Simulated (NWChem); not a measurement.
System meant: InCl, singlet; SMILES [Cl][In]

The following NWChem deck was run.

```
start job
memory heap 200 mb stack 900 mb global 1100 mb
geometry units angstroms noautoz
  In     0.000000     0.000000    -0.636208
  Cl     0.000000     0.000000     1.793726
end
basis spherical
  * library def2-svp
end
dft
  xc b3lyp
  iterations 150
  mulliken
end
task dft energy
```

End of the output:

```
             Grid Information
             ----------------
          Grid used for XC integration:  medium
          Radial quadrature: Mura-Knowles
          Angular quadrature: Lebedev.
          Tag              B.-S. Rad. Rad. Pts. Rad. Cut. Ang. Pts.
          ---              ---------- --------- --------- ---------
          In                  1.55      123           8.0       590
          Cl                  1.00       88           9.0       590
          Grid pruning is: on
          Number of quadrature shells:   211
          Spatial weights used:  Erf1

          Convergence Information
          -----------------------
          Convergence aids based upon iterative change in
          total energy or number of iterations.
          Levelshifting, if invoked, occurs when the
          HOMO/LUMO gap drops below (HL_TOL):  1.00D-02
          DIIS, if invoked, will attempt to extrapolate
          using up to (NFOCK): 10 stored Fock matrices.

                    Damping( 0%)  Levelshifting(0.5)       DIIS
                  --------------- ------------------- ---------------
          dE  on:    start            ASAP                start
          dE off:    2 iters        150 iters           150 iters

      Screening Tolerance Information
      -------------------------------
          Density screening/tol_rho:  1.00D-10
          AO Gaussian exp screening on grid/accAOfunc:  14
          CD Gaussian exp screening on grid/accCDfunc:  20
          XC Gaussian exp screening on grid/accXCfunc:  20
          Schwarz screening/accCoul:  1.00D-08

      Superposition of Atomic Density Guess
      -------------------------------------

      charge =      49.0 In (Indium)

      symmetry species            s     p     d     f
      number of basis functions =10     7     6
      number of cont. functions = 4     4     2
      number of closed shells   = 5     3     2
      number of open shells     = 0     1     0
      open shell occupation     = 0     1     0
 ------------------------------------------------------------------------
 atomscf:atomd: error in atom scf                   0
 ------------------------------------------------------------------------
 ------------------------------------------------------------------------
  current input line :
    15: task dft energy
 ------------------------------------------------------------------------
 ------------------------------------------------------------------------
 This error has not yet been assigned to a category
 ------------------------------------------------------------------------
 For more information see the NWChem manual at https://nwchemgit.github.io

0:atomscf:atomd: error in atom scf:Received an Error in Communication
```

### Question
What is wrong, and how is it mended?

### Answer
The program stopped with an error. Cause: the def2 basis of a heavy element holds valence functions alone and wants its effective core potential (without it all electrons must fit into that basis). This input runs:
```
start job
memory heap 200 mb stack 900 mb global 1100 mb
geometry units angstroms noautoz
  In     0.000000     0.000000    -0.636208
  Cl     0.000000     0.000000     1.793726
end
basis spherical
  In library def2-svp
  Cl library def2-svp
end
ecp
  In library def2-ecp
end
dft
  xc b3lyp
  iterations 150
  mulliken
end
task dft energy
```
It converges to -650.35018 Ha (B3LYP/def2-SVP with def2 effective core potentials on In).
